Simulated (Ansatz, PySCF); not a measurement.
Spin states of Br2OW (SMILES [O]=[W]([Br])[Br]), each relaxed with B3LYP-D3(BJ)/def2-TZVP.
State 1 (charge 0, multiplicity 3):
```xyz
4

W     -0.1333    -0.0975    -0.0362
O     -1.3379    -1.2561    -0.2610
Br    -0.3863     2.0830    -1.0977
Br     1.7995    -0.6625     1.3387
```
State 2 (charge 0, multiplicity 1):
```xyz
4

W     -0.061    -0.028    -0.023
O     -1.259    -1.181    -0.246
Br    -0.488     2.043    -1.141
Br     1.751    -0.767     1.353
```

Singlets are restricted, other states unrestricted; no spin–orbit coupling, no relativity up to Kr; see below for the cores. The largest T1 diagnostic is 0.023.

Correlated levels freeze the inner cores; with def2 sets outer-core shells near the valence are correlated too. CBS: X⁻³ extrapolation of the correlation energy, Hartree–Fock from the larger set.

The values were computed with Ansatz (an electronic-structure program) with Gaussian orbitals; PySCF for the dispersion terms. Values without a source in brackets are computed. In def2 rows elements past Kr take small-core potentials, without spin–orbit coupling.

Q: Estimate the energy of the multiplicity-1 state less that of the multiplicity-3 state that wB97M-V/def2-TZVPP returns for this input.

A: 0.21 eV

Q: Estimate the energy of the multiplicity-1 state less that of the multiplicity-3 state that r2SCAN-D4/def2-TZVPP returns for this input.

A: 0.41 eV

Q: Give the energy of the multiplicity-1 state less that of the multiplicity-3 state at the level CCSD(T)/CBS(def2-SVP, def2-TZVPP).

A: 0.13 eV

Doubts at one or more of the structures used: a spin-contaminated determinant (CCSD(T)/CBS(def2-SVP, def2-TZVPP)); a restricted determinant that unrestricted orbitals would lower (CCSD(T)/CBS(def2-SVP, def2-TZVPP)).
